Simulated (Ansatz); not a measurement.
C4H3F3, SMILES `FC1=C[C@H](F)[C@@H]1F`, relaxed with RKS PBE-D4/def2-SVP in Ansatz from a rough embedded geometry. The force threshold is 0.03 eV/Å; the program also tests the step.

Charge 0, multiplicity 1.

Start:

```xyz
10

F    -0.481   -2.430   -0.105
C    -0.205   -1.097    0.022
C    -0.093   -0.359    1.135
C     0.194    0.901    0.292
F    -0.669    1.979    0.376
C     0.086   -0.004   -0.982
F    -0.872    0.344   -1.855
H    -0.205   -0.487    2.169
H     1.225    1.303    0.427
H     1.021   -0.150   -1.478
```

| step | energy (eV) | largest force (eV/Å) | largest move (Å) |
| --- | --- | --- | --- |
| 1 | -12323.0898 | 2.050 | 0.000 |
| 2 | -12323.2961 | 0.952 | 0.058 |
| 3 | -12323.3368 | 0.223 | 0.045 |
| 4 | -12323.3406 | 0.071 | 0.013 |
| 5 | -12323.3412 | 0.032 | 0.013 |
| 6 | -12323.3412 | 0.013 | 0.001 |

End:

```xyz
10

F    -0.499   -2.375   -0.152
C    -0.257   -1.087    0.037
C    -0.112   -0.321    1.142
C     0.224    0.894    0.308
F    -0.715    1.903    0.313
C     0.104   -0.026   -0.968
F    -0.874    0.365   -1.849
H    -0.145   -0.507    2.224
H     1.226    1.349    0.478
H     1.048   -0.195   -1.534
```

Hardware: 4 threads of an Arm Neoverse V1 on a shared host. Wall time 8.5 s, peak host memory 0.15 GiB.
